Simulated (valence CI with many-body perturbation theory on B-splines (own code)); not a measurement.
Forbidden lines of Er⁴⁶⁺

Computed by relativistic CI+MBPT: four valence electrons over a frozen Dirac-Fock core [Ar], radial functions for each j: 9 s, 9 p, 10 d, 8 f, 5 g, 3 h, 1 i, with the one-electron correlation potential Σ1, the two-electron term Σ2, the three-electron term Σ3, Breit, model QED; selected CI, second order for the rest (own B-spline code, finite nucleus).

The last digits are not significant, and no measured levels were compared; by estimate large intervals hold to a few tenths of a per cent, small ones and those within an open d or f shell to about a per cent. The list stops below the first excitations out of the core. Only levels of the ground parity were solved; by the run's estimate the other parity begins above the list, which can be wrong where configurations are misplaced.

Lines 1 to 50 of 113 in falling wavelength, among levels below 1727600 cm⁻¹, chosen from the decays that carry over 1 % of a level's rate. Wavelengths and rates use the calculated energies. Electric multipoles are in the length gauge, E1 and E2 with the static RPA response of the core. Weak lines are less certain than strong ones. Lines between different terms over intervals too small for the method are left out, as are lines whose strength nearly cancels. The highest levels of a list are the least certain. Branching is blank where the lifetime is uncertain.

Levels are named by their leading jj configuration (3d3/2^4 stands for four electrons in 3d with j = 3/2), which in mixed levels can hold well under half, so a name can repeat and another be missing. Letters in brackets count levels of one name in rising energy.

```tsv
λ vac (nm)	Upper	Lower	Type	A (s⁻¹)	Branch %
469.4	(3d3/2^2 3d5/2^2) J=6	(3d3/2^2 3d5/2^2) J=5	M1	7.19e+01	77.5
372.5	(3d3/2^3 3d5/2) J=3	(3d3/2^3 3d5/2) J=2	M1	2.76e+02	
245.0	(3d3/2^3 3d5/2) J=3	(3d3/2^3 3d5/2) J=4	M1	6.30e+02	
111.7	(3d3/2^2 3d5/2^2) J=4 [b]	(3d3/2^2 3d5/2^2) J=3 [a]	M1	4.92e+03	2.6
104.0	(3d3/2^2 3d5/2^2) J=1	(3d3/2^2 3d5/2^2) J=0 [a]	M1	1.10e+04	1.1
97.98	(3d3/2^3 3d5/2) J=2	(3d3/2^3 3d5/2) J=1	M1	1.93e+04	99.2
80.88	(3d3/2^2 3d5/2^2) J=2 [d]	(3d3/2^2 3d5/2^2) J=2 [c]	M1	1.54e+04	13.4
78.68	(3d3/2^2 3d5/2^2) J=2 [b]	(3d3/2^2 3d5/2^2) J=2 [a]	M1	1.11e+04	3.9
71.71	(3d3/2^2 3d5/2^2) J=4 [c]	(3d3/2^2 3d5/2^2) J=3 [b]	M1	7.08e+03	1.7
66.81	(3d3/2 3d5/2^3) J=0	(3d3/2 3d5/2^3) J=1 [a]	M1	2.60e+04	2.7
51.64	(3d3/2 3d5/2^3) J=3 [b]	(3d3/2^2 3d5/2^2) J=2 [d]	M1	1.68e+04	1.2
50.07	(3d3/2^2 3d5/2^2) J=4 [c]	(3d3/2^2 3d5/2^2) J=5	M1	5.07e+03	1.2
47.62	(3d3/2 3d5/2^3) J=1 [b]	(3d3/2^2 3d5/2^2) J=0 [b]	M1	6.96e+04	3.9
46.86	(3d3/2^2 3d5/2^2) J=2 [d]	(3d3/2^2 3d5/2^2) J=2 [b]	M1	1.22e+04	10.6
46.11	(3d3/2^2 3d5/2^2) J=2 [c]	(3d3/2^2 3d5/2^2) J=2 [a]	M1	1.79e+04	1.3
44.23	(3d3/2^2 3d5/2^2) J=2 [d]	(3d3/2^2 3d5/2^2) J=3 [b]	M1	4.49e+03	3.9
43.20	(3d3/2 3d5/2^3) J=3 [c]	(3d3/2 3d5/2^3) J=4 [a]	M1	1.24e+04	1.0
41.03	(3d3/2^2 3d5/2^2) J=4 [c]	(3d3/2^2 3d5/2^2) J=4 [a]	M1	5.30e+04	12.7
39.20	(3d3/2^2 3d5/2^2) J=2 [d]	(3d3/2^2 3d5/2^2) J=1	M1	3.22e+03	2.8
38.20	(3d3/2 3d5/2^3) J=2 [b]	(3d3/2 3d5/2^3) J=3 [a]	M1	3.83e+04	2.9
35.22	(3d3/2^2 3d5/2^2) J=4 [a]	(3d3/2^3 3d5/2) J=3	M1	1.00e+05	10.8
33.49	(3d3/2^2 3d5/2^2) J=3 [a]	(3d3/2^3 3d5/2) J=3	M1	5.28e+05	57.8
33.31	(3d3/2 3d5/2^3) J=3 [c]	(3d3/2^2 3d5/2^2) J=2 [d]	M1	7.42e+04	6.2
33.26	(3d3/2^2 3d5/2^2) J=2 [a]	(3d3/2^3 3d5/2) J=2	M1	2.94e+05	17.8
33.04	(3d3/2 3d5/2^3) J=2 [a]	(3d3/2^2 3d5/2^2) J=2 [c]	M1	9.24e+04	4.6
33.03	(3d3/2 3d5/2^3) J=3 [a]	(3d3/2^2 3d5/2^2) J=4 [b]	M1	8.75e+04	3.7
32.88	(3d3/2 3d5/2^3) J=1 [b]	(3d3/2^2 3d5/2^2) J=2 [d]	M1	3.24e+05	18.0
32.67	(3d5/2^4) J=2	(3d3/2 3d5/2^3) J=3 [c]	M1	1.47e+05	4.5
31.67	(3d3/2^2 3d5/2^2) J=2 [d]	(3d3/2^2 3d5/2^2) J=3 [a]	M1	1.32e+04	11.5
31.52	(3d3/2 3d5/2^3) J=3 [b]	(3d3/2^2 3d5/2^2) J=2 [c]	M1	2.46e+04	1.7
30.79	(3d3/2^2 3d5/2^2) J=4 [a]	(3d3/2^3 3d5/2) J=4	M1	8.24e+05	89.2
30.73	(3d3/2^2 3d5/2^2) J=3 [a]	(3d3/2^3 3d5/2) J=2	M1	3.86e+05	42.2
30.60	(3d3/2 3d5/2^3) J=1 [a]	(3d3/2^2 3d5/2^2) J=2 [b]	M1	1.20e+05	3.9
30.46	(3d3/2^3 3d5/2) J=1	(3d3/2^4) J=0	M1	9.00e+05	100.0
30.16	(3d5/2^4) J=4	(3d3/2 3d5/2^3) J=3 [b]	M1	1.03e+05	3.2
29.56	(3d3/2 3d5/2^3) J=2 [b]	(3d3/2^2 3d5/2^2) J=2 [d]	M1	6.73e+04	5.2
29.37	(3d3/2^2 3d5/2^2) J=2 [d]	(3d3/2^2 3d5/2^2) J=2 [a]	M1	2.38e+03	2.1
29.08	(3d3/2 3d5/2^3) J=5	(3d3/2^2 3d5/2^2) J=4 [b]	M1	4.06e+05	34.9
28.63	(3d3/2^2 3d5/2^2) J=0 [b]	(3d3/2^2 3d5/2^2) J=1	M1	4.16e+05	55.8
28.16	(3d3/2 3d5/2^3) J=4 [a]	(3d3/2^2 3d5/2^2) J=5	M1	1.03e+05	4.9
27.14	(3d3/2 3d5/2^3) J=1 [a]	(3d3/2^2 3d5/2^2) J=1	M1	5.57e+05	18.2
27.12	(3d3/2^2 3d5/2^2) J=5	(3d3/2^3 3d5/2) J=4	M1	4.69e+05	99.8
26.13	(3d3/2 3d5/2^3) J=5	(3d3/2^2 3d5/2^2) J=6	M1	2.37e+05	20.3
26.01	(3d3/2 3d5/2^3) J=4 [a]	(3d3/2^2 3d5/2^2) J=3 [a]	M1	4.94e+05	23.5
25.90	(3d3/2^2 3d5/2^2) J=1	(3d3/2^3 3d5/2) J=2	M1	9.91e+05	97.9
25.85	(3d3/2 3d5/2^3) J=3 [c]	(3d3/2^2 3d5/2^2) J=4 [c]	M1	5.51e+05	45.9
25.77	(3d3/2^2 3d5/2^2) J=4 [b]	(3d3/2^3 3d5/2) J=3	M1	1.77e+05	94.2
25.76	(3d3/2^2 3d5/2^2) J=3 [b]	(3d3/2^3 3d5/2) J=3	M1	1.15e+05	17.0
25.73	(3d3/2 3d5/2^3) J=6	(3d3/2^2 3d5/2^2) J=6	M1	4.59e+05	46.4
25.64	(3d3/2^2 3d5/2^2) J=6	(3d3/2^3 3d5/2) J=4	E2	2.09e+01	22.6
```
